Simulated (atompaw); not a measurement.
# What one change does to a pseudopotential (Ni (Z = 28), PAW (atompaw))

* Element: nickel (Ni)
* Generator: atompaw 4.2.0.5
* Type: PAW
* Functional: LDA (PW92)
* Relativity: scalar-relativistic
* Frozen core: [Ar]
* Valence charge: 10
* Reference configuration: 3d8 4s2 4p0
* Partial waves: 4s (bound): rc 3.00 bohr; 4s channel at 0.05 Ry: rc 3.00 bohr; 4p (bound, empty): rc 3.00 bohr; 4p channel at 3.55 Ry: rc 3.00 bohr; 3d (bound): rc 1.70 bohr; 3d channel at 0.05 Ry: rc 1.70 bohr
* Local potential: troulliermartins scheme with l = 3 at -0.5 Ry, radius 2.20 bohr
* Core correction: smooth core density matched at 1.60 bohr
* Augmentation charge: sinc compensation charge, radius 2.50 bohr; PAW radius 3.00 bohr; waves and projectors: custom rrkj gramschmidtortho

Change: local potential vpsmatchnc scheme with l = 3 at -0.5 Ry, radius 2.20 bohr.

Cutoffs: the cutoffs (Ry, on a coarse ladder) from which the occupation-weighted sum of valence levels, in a spherical-Bessel basis at the reference potential, stays within 10 and 1 mRy of its value at 400 Ry; they do not see the model core or the augmentation charge, which bear on the density cutoff.

Problem. What does the change do?

Solution. The potential gets neither clearly harder nor softer (35 Ry and 60 Ry → 35 Ry and 60 Ry); a bound ghost appears in s, which as a rule spoils a file; the range in which the s phases agree widens (upper end 1.6 → at the end of the scan). A state that the projectors do not describe sees the local part alone, so a deeper or shallower local part can create or remove a ghost.

```tsv
quantity	base	changed
cutoff, loose	35 Ry	35 Ry
cutoff, tight	60 Ry	60 Ry
bound ghosts	none	s
s: phases at 3.02 bohr within 0.05 rad from the reference energy up to (Ry; the scan ends near 5)	1.6	to the end of the scan
p: phases at 3.02 bohr within 0.05 rad from the reference energy up to (Ry; the scan ends near 5)	to the end of the scan	to the end of the scan
d: phases at 3.02 bohr within 0.05 rad from the reference energy up to (Ry; the scan ends near 5)	4.6	4.7
lowest overlap eigenvalue by channel	s 0.31, p 0.59, d 0.95	s 0.16, p 0.53, d 0.95
```

 A true bound ghost makes a file unfit for plane-wave use even where its test errors are small: the radial tests pick states by their node count and pass the ghost by. The cutoffs see the waves, projectors and local potential, not the compensation charge or the core.
